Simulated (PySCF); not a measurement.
CH₆AlN (SMILES [CH3][AlH][NH2]), singlet, geometry from GFN2-xTB (such geometries of metal compounds can be far from the true shape). Base run: PySCF with CCSD(T)/cc-pVDZ.

Here is a job for PySCF.
```python
from pyscf import gto, scf, cc

mol = gto.Mole()
mol.atom = '''
    Al   -0.338540   -0.234852   -0.218008
    H    -1.474672   -0.930114   -0.993234
    C     0.130428    1.650618   -0.648180
    H     1.170183    1.756716   -0.976403
    H     0.015396    2.315690    0.214679
    H    -0.497215    2.058098   -1.447928
    N     0.434736   -1.258727    1.012208
    H     1.195431   -1.022215    1.638729
    H     0.166182   -2.217714    1.201889
'''
mol.basis = 'cc-pvdz'
mol.charge = 0
mol.spin = 0
mol.verbose = 4
mol.max_memory = 1800
mol.build()

mf = scf.RHF(mol)
mf.kernel()

mycc = cc.CCSD(mf, frozen=7)
mycc.kernel()
et = mycc.ccsd_t()
print('E(CCSD(T)) = %.10f' % (mycc.e_tot + et))
```

Task: The base was run again with changes. Order these runs by total energy, lowest first: method = cisd | method = ccsd | method = mp2.

Result: method = ccsd (ΔE vs base (mEh) 10.669), method = mp2 (ΔE vs base (mEh) 50.664), method = cisd (ΔE vs base (mEh) 59.960)
